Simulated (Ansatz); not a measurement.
Reaction (homolysis of the H–Sn bond): `[OH][SnH]([F])[Br]` → H• + `[OH][Sn]([F])[Br]`•

Isolated molecules relaxed with PBE0-D4/def2-TZVP in Ansatz; ΔE leaves out vibrations. CCSD(T)/CBS adds triple-zeta CCSD(T) − MP2 to the extrapolated MP2 energy (def2 sets, frozen cores). This one scheme is used for every species, atoms too. DFT in def2-TZVPP. Open shells (•) are unrestricted, without spin–orbit coupling. def2 core potentials past Kr. For Br, Sn outer-core shells are correlated without core-valence functions, so the limit isn't a true one: a few kJ/mol of doubt a bond, and 10 to 20 or more in all where bonds break to atoms. Scalar relativity is left out up to krypton. Each species was taken in one conformer, which may not be the lowest.

Problem. What is ΔE at CCSD(T)/CBS? (An estimate is asked.)

Solution. Computed: +325.1 kJ/mol.

Problem. What do these levels give: PBE-D4, r2SCAN-D4, ωB97M-V, r2SCAN, HF/def2-TZVPP, HF/CBS(def2)? (Best estimate.)

Solution. The calculation gave: PBE-D4 280.0, r2SCAN-D4 292.8, ωB97M-V 311.8, r2SCAN 292.4, HF/def2-TZVPP 249.0, HF/CBS(def2) 248.6 kJ/mol.

Largest T1 diagnostic among the species: 0.016.

From PBE to PBE0 (25 % exact exchange), in def2-TZVPP and without D4, ΔE moves by +16.2 kJ/mol. In def2-TZVPP, CCSD(T) changes the Hartree–Fock value by +69.7 kJ/mol (the triples alone add −1.2 kJ/mol) and MP2 by +60.8 kJ/mol; breaking electron pairs costs correlation energy, which Hartree–Fock lacks.
